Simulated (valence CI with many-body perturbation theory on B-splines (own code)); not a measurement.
## Xe XLII in brief

Calculated by valence CI with perturbative core correlation (CI+MBPT): three valence electrons over a frozen Dirac-Fock core [Ne], radial functions for each j: 11 s, 11 p, 10 d, 8 f, 5 g, 2 h, with the one-electron correlation potential Σ1 (screened to all orders), the two-electron term Σ2, the three-electron term Σ3, Breit, model QED; selected single and double excitations, second order for the rest, scaled by the run's own slope (own B-spline code, finite nucleus).

The last digits are not significant, and no measured levels were compared; by estimate large intervals hold to a few tenths of a per cent, small ones and those within an open d or f shell to about a per cent.

Levels are named by their leading jj configuration (3d3/2^4 stands for four electrons in 3d with j = 3/2), which in mixed levels can hold well under half, so a name can repeat and another be missing.

Rates and lifetimes use the calculated energies. Strong lines usually hold to 10 to 20 %, long lifetimes can be off by a factor of two.

Question: What is the ground level?

Answer: (3s^2 3p1/2) J=1/2, composition 99 % 3s2 3p 2P°, g = 0.657.

Question: Where does the other parity begin?

Answer: At (3s 3p1/2^2) J=1/2, 817.71 × 10³ cm⁻¹.

Question: How well does LS coupling describe the low levels?

Answer: Among the lowest 20 levels the leading LS term, summed over configurations, holds 68 % on average. For single configurations the figures are 63 % in LS and 87 % in jj coupling. Terms mix most in the J = 5/2 level at 2727.4 × 10³ cm⁻¹, where the leading one holds 35 %.

Question: Among levels below 12121 × 10³ cm⁻¹, which E1 lines absorb most strongly from the ground level?

Answer: to (3s^2 4d3/2) J=3/2 at 0.8271 nm, f = 0.551; to (3s^2 3d3/2) J=3/2 at 5.216 nm, f = 0.355; to (3s 3p1/2 3p3/2) J=1/2 at 6.160 nm, f = 0.184.

Question: What is the ionisation energy?

Answer: 3069.5 eV; NIST lists 3068 ± 4 eV (theoretical).
